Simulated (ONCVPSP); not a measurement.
## Before and after: ONCV potential for phosphorus (P)

ONCVPSP 4.0.1 input, shortened (lines: element, Z, core and valence counts, functional; n l f; lmax; l rc ep ncon nbas qcut; lloc lpopt rc5 dvloc0; l nproj debl; icmod fcfact rcfact), LDA (Perdew-Zunger), scalar-relativistic:

```
  P 15.00    3    2        3      upf
    1    0    2.00
    2    0    2.00
    2    1    6.00
    3    0    2.00
    3    1    3.00
    1
    0    1.55    0.00    4    8    3.80
    1    1.65    0.00    4    7    5.80
    4    3    1.05    0.00
    0    3    3.20
    1    2    0.30
    0    0.00    0.00
```

All-electron outer shells of the reference configuration (LDA (Perdew-Zunger), scalar-relativistic, ld1.x):

```tsv
shell	level (eV)	outermost node (bohr)	outermost maximum (bohr)
2s	-173.14	0.14	0.42
2p	-124.52	–	0.35
3s	-14.02	0.66	1.56
3p	-5.60	0.64	1.83
```

Change: s: qcut 2.1.

Cutoffs: the cutoffs (Ha) at which the residual kinetic energy of the hardest occupied pseudo-wave falls to 1 and 0.1 mHa per electron; they do not see the model core or the augmentation charge, which bear on the density cutoff. Errors are all-electron minus pseudo energies relative to the spin-unpolarised reference configuration.

Task: Predict the effect on cutoff, ghosts and configuration errors.

Result: The potential gets harder (21 Ha and 66 Ha → 62 Ha and 74 Ha); of the 4 tests that both files solve, the error grows in 2 and shrinks in 0 by more than 15 % and 0.3 meV (median size 17.6 → 20.4 meV); neither file shows a bound ghost.

```csv
quantity,base,changed
"cutoff, loose",21 Ha,62 Ha
"cutoff, tight",66 Ha,74 Ha
loose cutoff by channel,"s 21 Ha, p 5.2 Ha","s 62 Ha, p 5.2 Ha"
bound ghosts,none,none
GHOST(+) flags under 300 eV,s at 278.9 eV,s at 281.0 eV
"error for 3s2 3p2, meV [ΔE 9.82 eV]",+2.4,+3.0
"error for 3s2 3p1, meV [ΔE 29.07 eV]",+28,+32
"error for 3s2 3p0, meV [ΔE 58.96 eV]",+132,+147
"error for 3s0 3p5, meV [ΔE 17.14 eV]",+7.1,+8.7
s: phases at 1.57 bohr within 0.05 rad from the reference energy up to (Ha; the scan ends near 5),to the end of the scan,to the end of the scan
p: phases at 1.68 bohr within 0.05 rad from the reference energy up to (Ha; the scan ends near 5),3.4,3.4
```
